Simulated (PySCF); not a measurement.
[Zr(F)4], neutral singlet in the gas phase. 

Z-matrix (Å, degrees):
```
Zr
F 1 1.9081
F 1 1.9090 2 109.21
F 1 1.9092 2 109.59 3 119.89
F 1 1.9092 2 109.24 3 -120.05
```
Charge 0, multiplicity 1.

All levels are single points at this geometry (BP86-D3(BJ)/def2-SVP); Pople sets use spherical d functions. Orbital energies aren't observables, and empty levels follow the basis.

B3LYP/6-31G* (LANL2DZ on Zr) in PySCF gives gap (eV) = 9.55.

Task: Estimate the gap (eV) from each of these levels: B3LYP-D3(BJ)/def2-TZVP in PySCF; PBE-D3(BJ)/def2-TZVP in PySCF; TPSSh-D3(BJ)/def2-TZVP in PySCF; B3LYP/6-311+G** (LANL2DZ on Zr) in PySCF; B3LYP/LANL2DZ in PySCF; PBE/6-31G* (LANL2DZ on Zr) in PySCF; SVWN5/6-31G* (LANL2DZ on Zr) in PySCF; HF/6-31G* (LANL2DZ on Zr) in PySCF.

Result: 
| level | gap (eV) |
|---|---|
| B3LYP-D3(BJ)/def2-TZVP in PySCF | 10.11 |
| PBE-D3(BJ)/def2-TZVP in PySCF | 7.77 |
| TPSSh-D3(BJ)/def2-TZVP in PySCF | 9.16 |
| B3LYP/6-311+G** (LANL2DZ on Zr) in PySCF | 9.52 |
| B3LYP/LANL2DZ in PySCF | 9.32 |
| PBE/6-31G* (LANL2DZ on Zr) in PySCF | 7.30 |
| SVWN5/6-31G* (LANL2DZ on Zr) in PySCF | 7.32 |
| HF/6-31G* (LANL2DZ on Zr) in PySCF | 19.06 |
